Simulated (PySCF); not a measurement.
**Electron correlation in Sr⁺ (strontium, charge +1)**

[Kr] 5s1, 2S determinant. Calculation: PySCF 2.14, in x2c-TZVPPall with one added diffuse shell each of s, p, d, f type (9s7p7d3f1g, 95 functions); the spin-free X2C one-electron Hamiltonian (Gaussian nucleus). Frozen: [Ar] 3d10; 9 electrons correlated.

```json
{"level": "CCSD", "correlation energy (mhartree)": "-203.20"}
{"level": "(T)", "correlation energy (mhartree)": "-5.40"}
{"level": "CCSD(T)", "correlation energy (mhartree)": "-208.60"}
```

Diagnostics: T1 = 0.010, D1 = 0.0416, largest double amplitude 0.017.

Cost of the coupled-cluster step: roughly 40 core-seconds, for 9 correlated electrons.

Iterations:

```
CC2 = 0
CCSD nocc = (np.int64(5), np.int64(4)), nmo = (81, 81)
frozen orbitals [[0, 1, 2, 3, 4, 5, 6, 7, 8, 9, 10, 11, 12, 13], [0, 1, 2, 3, 4, 5, 6, 7, 8, 9, 10, 11, 12, 13]]
max_cycle = 100
direct = 0
conv_tol = 1e-08
conv_tol_normt = 1e-06
diis_space = 8
diis_start_cycle = 0
Init t2, MP2 energy = -0.189012043917237
Init E_corr(UCCSD) = -0.18901204391988
cycle = 1  E_corr(UCCSD) = -0.199992035438613  dE = -0.0109799915  norm(t1,t2) = 0.0354303
cycle = 2  E_corr(UCCSD) = -0.20249001678898  dE = -0.00249798135  norm(t1,t2) = 0.010884
cycle = 3  E_corr(UCCSD) = -0.203289763602966  dE = -0.000799746814  norm(t1,t2) = 0.00443908
cycle = 4  E_corr(UCCSD) = -0.203218325904421  dE = 7.14376985e-05  norm(t1,t2) = 0.0004053
cycle = 5  E_corr(UCCSD) = -0.203197880630519  dE = 2.04452739e-05  norm(t1,t2) = 8.49566e-05
cycle = 6  E_corr(UCCSD) = -0.20319841247093  dE = -5.3184041e-07  norm(t1,t2) = 1.17259e-05
cycle = 7  E_corr(UCCSD) = -0.203198488416776  dE = -7.59458461e-08  norm(t1,t2) = 1.52553e-06
cycle = 8  E_corr(UCCSD) = -0.203198466200905  dE = 2.22158706e-08  norm(t1,t2) = 2.37152e-07
cycle = 9  E_corr(UCCSD) = -0.203198466110716  dE = 9.01896335e-11  norm(t1,t2) = 3.02573e-08
UCCSD converged
E(UCCSD) = -3177.348390517352  E_corr = -0.2031984661107157
UCCSD(T) correction = -0.0053972492675979
```

This basis was not built for core-valence correlation, so the inner-shell part is incomplete.
